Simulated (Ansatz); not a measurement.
Strength of the O–Sb bond: C3H9OSb → C2H5O + SbH(CH3)

Species: C3H9OSb `CC[O][SbH][CH3]`, singlet; C2H5O (ethoxy radical) `CC[O]`, doublet; SbH(CH3), doublet. 

Shapes, held fixed at every level: PBE0-D4/def2-TZVP. Flexible molecules stand in one conformer, not always the lowest. Programs: Ansatz 0.2.0. Electronic energies: no zero-point or thermal term.

| level | kind | ΔE (kJ/mol) | less CCSD(T)/def2-TZVPP |
| --- | --- | --- | --- |
| PBE-D4/def2-TZVPP | GGA | +284.6 | -7.1 |
| r2SCAN-D4/def2-TZVPP | meta-GGA | +269.7 | -22.0 |
| B3LYP-D4/def2-TZVPP | global hybrid | +277.4 | -14.3 |
| wB97X-V/def2-TZVPP | range-separated hybrid | +290.7 | -1.0 |
| B2PLYP/def2-TZVPP | double hybrid | +280.7 | -11.0 |
| MP2/def2-TZVPP | perturbation theory | +329.5 | +37.8 |
| CCSD(T)/def2-TZVPP | coupled cluster or CI | +291.7 | 0.0 |

The highest level, CCSD(T)/def2-TZVPP, gives ΔE = +291.7 kJ/mol; the levels span +269.7 to +329.5. The column of differences is taken from that level and isn't an error. No measured value is set beside it here. Open shells run unrestricted unless RO is named. For atoms past krypton def2 sets carry core potentials with scalar relativity. Correlated rows may include outer-core shells of Sb, which these sets cover unevenly.
